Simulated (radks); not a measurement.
The numbers below are computed, except where a source is named.
Polarisability of neutral potassium, [Ar] 4s1, at imaginary frequency. Level of theory: scalar-relativistic Kohn-Sham, LB94 model potential, spin-unpolarised, spherical densities, finite nucleus; Fermi nuclear charge, rms radius 3.4349 fm (a radial shooting solver on a logarithmic mesh with Libxc functionals). Response by self-consistent Sternheimer equations with the Hartree and adiabatic LDA kernel, the relativistic mass of each level held fixed and spin-orbit coupling left out.

w (hartree)  alpha1(iw) (bohr^3)  alpha2(iw) (bohr^5)
0.00266                    147.5                 3013
0.0143                     143.5                 2945
0.0360                     125.0                 2627
0.0697                     88.71                 1999
0.118                      52.43                 1311
0.186                      29.06                777.1
0.280                      16.66                431.9
0.413                      10.27                231.6
0.605                      6.689                121.8
0.892                      4.334                63.00
1.35                       2.588                31.42
2.12                       1.332                14.38
3.59                      0.5636                5.560
6.94                      0.1857                1.592
17.5                     0.03995               0.2592

Static values: alpha1 = 147.6 bohr^3 (21.87 angstrom^3; uncoupled 186.7), alpha2 = 3016 bohr^5, alpha3 = 74320 bohr^7. C6 = 1460, C8 = 159500, triple-dipole C9 = 155900 atomic units. One-pole (London) frequency 4 C6 / (3 alpha1^2) = 0.089 hartree, against 0.182 for minus the highest occupied eigenvalue. Recommended static value: 289.7 bohr^3 (Schwerdtfeger and Nagle, 2023 table).

Beside tabulated values, note that spin-unpolarised runs miss the spin-polarisation part of the exchange energy of open shells.
